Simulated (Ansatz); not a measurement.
This Ansatz (a first-principles code) input (B3LYP/cc-pV(5+d)Z) gives -75.10048 Eh with 91 basis functions. A basis named .json is the Basis Set Exchange file of that set (core-valence sets with the plain set on hydrogen).

Ansatz 0.2 input:
```yaml
crystal:
  periodic: [false, false, false]
  atoms:
    - {symbol: O, position_ang: [0.00000000, 0.00000000, 0.00000000]}
basis:
  gaussian:
    orbitals: cc-pV_5+d_Z.json
hamiltonian:
  xc: {name: B3LYP}
magnetization: {spin_polarized: true, initial_magnetization: 2}
scf: {lower_state_search: full}
```

Change:
```diff
- orbitals: cc-pV_5+d_Z.json
+ orbitals: 3-21G.json
```

### Question
What does the run give now?

### Answer
-74.66029 Eh (B3LYP/3-21G, 9 functions), a change of +440.19 mEh.
